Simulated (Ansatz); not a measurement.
C2H7AlClN (`C[N](C)[AlH][Cl]`), relaxed with RKS PBE-D4/def2-SVP in Ansatz 0.2.0 from a rough embedded geometry. The force threshold is 0.03 eV/Å; the program also tests the step.

Charge 0, multiplicity 1.

Start:

```xyz
12

C    -1.239   -0.556    0.154
N    -0.265    0.448    0.091
C     0.648    0.290    1.229
Al    0.724    0.374   -1.630
Cl    0.698    2.002   -3.011
H    -1.889   -0.499    1.089
H    -2.005   -0.456   -0.700
H    -0.841   -1.586    0.076
H     1.391    1.168    1.206
H     1.169   -0.644    1.227
H     0.095    0.439    2.198
H     1.515   -0.981   -1.928
```

(1) By how much does the energy fall, and how many steps does the optimiser take? (An estimate is asked.)

(2) Which bonds change most? (Best estimate.)

(3) Give the relaxed structure. (An estimate is asked.)

Results:

(1) Computed: 1.08 eV, in 18 steps, 1 of them rejected.

(2) Ansatz gave: N2–Al4 from 1.986 to 1.790 Å; C1–N2 from 1.399 to 1.452 Å; C3–H10 from 1.070 to 1.117 Å; C1–H7 from 1.152 to 1.108 Å.

(3) Computed: 
```xyz
12

C    -1.361   -0.323    0.140
N     0.041    0.013   -0.030
C     0.811   -0.081    1.198
Al    0.798    0.506   -1.576
Cl   -0.457    0.609   -3.285
H    -1.863    0.354    0.873
H    -1.904   -0.241   -0.823
H    -1.492   -1.365    0.518
H     1.875    0.182    1.022
H     0.787   -1.112    1.627
H     0.422    0.607    1.987
H     2.343    0.850   -1.651
```
